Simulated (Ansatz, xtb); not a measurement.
# C3H6GeN2S: which of two isomers lies lower

We compare I, `Sn1ccn[c]1[GeH3]`, a singlet, with II, `Sn1cn[c]([GeH3])c1`, a singlet. Both are isolated molecules in the gas phase, relaxed with PBE-D3(BJ)/def2-SVP; the shapes shown needn't be the lowest conformers.

I (Å):

```xyz
13

C    -1.2794   -1.8421   -2.3882
C    -0.4835   -2.6678   -1.6167
C     0.2938   -0.6663   -1.2939
Ge    1.3536    0.8471   -0.6550
N    -0.7815   -0.5622   -2.1743
N     0.4758   -1.9339   -0.9503
S    -1.3477    0.8856   -2.9277
H    -2.2477    1.2387   -1.9571
H    -2.1288   -2.0182   -3.0559
H    -0.5514   -3.7580   -1.5080
H     2.3881    0.2713    0.3353
H     0.4409    1.8763    0.0631
H     2.0670    1.5538   -1.8351
```

II (Å):

```xyz
13

C    -1.0817   -0.8828   -0.0585
C     0.3101   -0.9268   -1.7192
C    -0.2447    0.3439   -1.7232
Ge    1.6403   -1.6796   -2.9229
N    -1.1406    0.3639   -0.6597
N    -0.2273   -1.6722   -0.6715
S    -2.0907    1.7111   -0.1401
H    -3.1831    1.4546   -0.9255
H    -1.6978   -1.1195    0.8194
H     1.0628   -2.9160   -3.6573
H     2.9010   -2.1093   -2.1312
H     2.0292   -0.5974   -3.9655
H    -0.0993    1.2234   -2.3589
```

Quicker runs give these differences E(II) − E(I): GFN2-xTB +2.96 kcal/mol; HF/STO-3G +0.90 kcal/mol (at GFN2-xTB geometries); r2SCAN-D4/def2-SVP +1.06 kcal/mol (at GFN2-xTB geometries).

Estimate E(II) − E(I) at the level CCSD(T)/def2-SVP + ΔMP2/def2-TZVPP.

CCSD(T)/def2-SVP + ΔMP2/def2-TZVPP gives E(II) − E(I) = +0.30 kcal/mol, slightly favouring structure I, which is too small a margin to settle the true order.

Level by level:

| level | geometry | E(II) − E(I) (kcal/mol) | departure from the last row (kcal/mol) | job, with rough time for the two |
| --- | --- | --- | --- | --- |
| GFN2-xTB | GFN2-xTB | +2.96 | +2.66 | optimisation, 0.66 s |
| HF/STO-3G | GFN2-xTB | +0.90 | +0.60 | single point, 2.5 s |
| r2SCAN-D4/def2-SVP | GFN2-xTB | +1.06 | +0.76 | single point, 13 s |
| PBE-D3(BJ)/def2-SVP | PBE-D3(BJ)/def2-SVP | +0.93 | +0.62 | optimisation, 2.2 min |
| HF/def2-SVP | PBE-D3(BJ)/def2-SVP | −1.15 | −1.46 | part of the CCSD(T) run |
| MP2/def2-SVP | PBE-D3(BJ)/def2-SVP | +0.28 | −0.02 | part of the CCSD(T) run |
| CCSD(T)/def2-SVP | PBE-D3(BJ)/def2-SVP | +0.07 | −0.23 | single point |
| CCSD(T)/def2-SVP + ΔMP2/def2-TZVPP | PBE-D3(BJ)/def2-SVP | +0.30 |  | single point, 5.4 min |

As drawn, both hold the same kinds of bond in the same numbers.

The largest departure from CCSD(T)/def2-SVP + ΔMP2/def2-TZVPP is that of GFN2-xTB, 2.66 kcal/mol. The last row adds to CCSD(T) the change of the MP2 difference between the two basis sets, here +0.23 kcal/mol.

With thermal terms from frequencies at re-optimised GFN2-xTB minima (ideal gas, soft modes damped towards free rotors, one conformer each, 298.15 K, 1 atm): on the last row, ΔE + ΔZPE = −0.01, ΔH = +0.18, ΔG = −0.38 kcal/mol.

The correlated steps freeze 19 core orbitals; the filled d shell of Ge is correlated, in a basis made for valence electrons. Run with Ansatz 0.2.0, xtb 6.7.1; the last row on 2 threads of Intel(R) Xeon(R) Processor @ 2.50GHz (Skylake/Cascade Lake) on a shared host.
